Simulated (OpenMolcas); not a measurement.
# Cu³⁺: effect of the active space

```yaml
Program: OpenMolcas
Method: SS-CASPT2 or its RAS form, IPEA 0.25 Eh, imaginary shift 0.1 Eh
Basis: ANO-RCC-VTZP
Scalar_Hamiltonian: DKH2, point nucleus
Spin-orbit_coupling: state interaction with AMFI integrals over the reference wave functions, term energies averaged over their components
```

A. 8 electrons in 5 orbitals (3d); 2S+1 = 3 even, 10 roots; 2S+1 = 1 even, 15 roots; closed shells correlated: 3s 3p; CASPT2 step of the order of 4 core-seconds
B. 8 electrons in 9 orbitals (RAS2 3d 4s; RAS3 4p, at most 2 electrons); 2S+1 = 3 even, 48 roots; 2S+1 = 5 even, 10 roots kept (CI in the orbitals of an earlier block); 2S+1 = 1 even, 43 roots kept (CI in the orbitals of an earlier block); 2S+1 = 3 odd, 9 roots (0 in the spin-orbit step); 2S+1 = 5 odd, 7 roots kept (CI in the orbitals of an earlier block, 0 in the spin-orbit step); closed shells correlated: 3s 3p; CASPT2 step about 6 core-minutes
C. 8 electrons in 10 orbitals (3d 4d); 2S+1 = 3 even, 10 roots; 2S+1 = 1 even, 15 roots; closed shells correlated: 3s 3p; CASPT2 step roughly 7 core-minutes

Energies in cm-1 above 3d8 3F4, the measured ground level; measured values from Sugar and Musgrove, J. Phys. Chem. Ref. Data 19, 527 (1990).

```csv
Level,A,B,C,Measured
3d8 3F4,0.0,0.0,0.0,0.0
3d8 3F3,1823,1949,1809,1861
3d8 3F2,3020,3210,3000,3078
3d8 1D2,15860,15770,16180,16248
3d8 3P2,20060,19850,19970,19697
3d8 3P1,20510,20260,20350,20097
3d8 3P0,20850,20610,20680,20423
3d8 1G4,27220,27040,27510,26913
3d8 1S0,62130,61250,62390,61456
```

Deviations, from unrounded energies. A percentage is the sum of absolute deviations over the sum of measured energies, with the sign that they share, or ± where signs differ.

| Against measurement | Levels | A | B | C |
| --- | --- | --- | --- | --- |
| mean absolute deviation (cm-1) | 8 | 330 | 190 | 320 |
| fine structure of the ground term (%) | 2 | -1.9 | +4.5 | -2.6 |
| other terms of the ground configuration (%) | 6 | ±1.6 | ±0.8 | ±1.5 |

B lies closest to measurement on these levels and A furthest from it. The largest miss of B in the table is 3d8 1D2, by -470 cm-1. The ranking rests on the paired levels alone, and a cruder setting can come out closer through cancelling errors.

The two smallest mean deviations differ by little beside CASPT2's spread within terms, so their order carries little weight.

Among A to C the level of the table that moves most is 3d8 1S0, by 1100 cm-1 (lowest in B, highest in C). Moves below CASPT2's spread within the term are not significant.

CASPT2 breaks the degeneracy within a term, and the mean is taken; among the terms shown or strongly mixed into the levels shown the widest spread is 630 cm-1 (3d8 1G, C). Some high roots are left out of the spin-orbit mixing, which shifts the levels that they would mix with (holds for B). Terms from blocks run as CI alone lack orbitals of their own (holds for B). Active for correlation alone: 4d; no level in the range computed is led by a configuration that fills it, so any true level of that kind is missing (holds for C). Computed and measured levels are paired by configuration, term and J; levels that our copy of the source lacks, or whose pairing is in doubt (as where it misses far off the trend of its configuration), stay unpaired and out of the deviations. Only configurations of the active space appear. Levels that lie high or do not pair safely by name in every column are left out.
